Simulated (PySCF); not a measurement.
BH₉Si₂Sn.
Atom-mapped SMILES: `[BH2:1][Si@H:2]([SiH3:3])[SnH3:4]` (hydrogens: H5, H6 on B1; H7 on Si2; H8, H9, H10 on Si3; H11, H12, H13 on Sn4)

Method used: PBE0-D3(BJ)/def2-SVP geometry optimisation, gas phase, def2 core potentials past Kr in PySCF.

(1) List the bond lengths and angles at this level.

Answers

(1) 
| bond | length (Å) |
| --- | --- |
| B1–Si2 | 1.977 |
| Si2–Si3 | 2.340 |
| Si2–Sn4 | 2.599 |
| B1–H5, B1–H6 | 1.209 |
| Si2–H7 | 1.498 |
| Si3–H8, Si3–H9, Si3–H10 | 1.496 |
| Sn4–H11, Sn4–H12, Sn4–H13 | 1.714 |

Bonds in one row agree within 0.01 Å and their mean is given. A selection of angles:
| angle | degrees |
| --- | --- |
| Si2–B1–H5 | 121.8 |
| Si2–B1–H6 | 119.2 |
| H5–B1–H6 | 118.7 |
| B1–Si2–Si3 | 116.5 |
| B1–Si2–Sn4 | 97.2 |
| B1–Si2–H7 | 117.1 |
| Si3–Si2–Sn4 | 104.8 |
| Si3–Si2–H7 | 112.4 |
| Sn4–Si2–H7 | 106.1 |
| Si2–Si3–H8 | 110.6 |
| Si2–Si3–H10 | 108.3 |
| H8–Si3–H9 | 108.5 |
| Si2–Sn4–H11 | 110.3 |
| Si2–Sn4–H12 | 108.4 |
| Si2–Sn4–H13 | 111.3 |
| H11–Sn4–H12 | 109.0 |

Sn4 (tin bonded to Si and 3 H) is tetrahedral (angles from 108.4° to 111.3°). Si3 (SiH3 silicon) is tetrahedral (angles from 108.3° to 111.7°). Si2 (SiH silicon) is distorted tetrahedral (angles from 97.2° to 117.1°). B1 (three-coordinate boron) is planar (angles 121.8°, 119.2° and 118.7°, sum 359.7°, 0.04 Å off the plane of its three neighbours).

Point group: C1 (no symmetry element, even within 0.4 Å). No PBE0-D3(BJ)/def2-SVP frequencies stand behind this structure, so it isn't proved a minimum. One conformer, not necessarily the lowest (H–B1–Si2–Si3 -153° and 33°).
